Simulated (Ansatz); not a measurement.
Z-matrix (Å, degrees):
```
Si
O 1 1.635
H 1 1.490 2 111.5
H 1 1.486 2 108.4 3 119.8
H 1 1.490 2 111.2 3 -120.6
In 2 1.966 1 135.5 3 51.0
Br 6 2.445 2 116.7 1 -0.2
S 6 2.351 2 117.8 1 179.8
H 8 1.346 6 91.5 2 -0.1
```

Charge 0, multiplicity 1. In: def2 effective core potential.

Task: List the r2SCAN/def2-TZVPP orbital energies in eV (Ansatz 0.2.0). (Estimate.)

Result: The calculation gave: Occupied: -13122.11, -2409.91, -1791.25, -1695.33, -1526.09, -1526.04, -1526.03, -515.70, -234.97, -214.31, -175.20, -175.01, -174.98, -158.38, -158.32, -158.19, -141.62, -126.78, -96.51, -96.47, -96.47, -83.48, -83.27, -83.20, -69.03, -68.98, -68.97, -68.83, -68.83, -25.44, -21.22, -20.98, -20.66, -20.59, -20.45, -19.43, -18.88, -13.53, -11.61, -10.89, -9.72, -9.48, -9.40, -8.58, -8.00, -7.76, -7.56, -7.54, -7.23. Lowest empty: -3.04, -1.86, -0.48, -0.12, 0.54, 1.44, 1.56, 1.59.
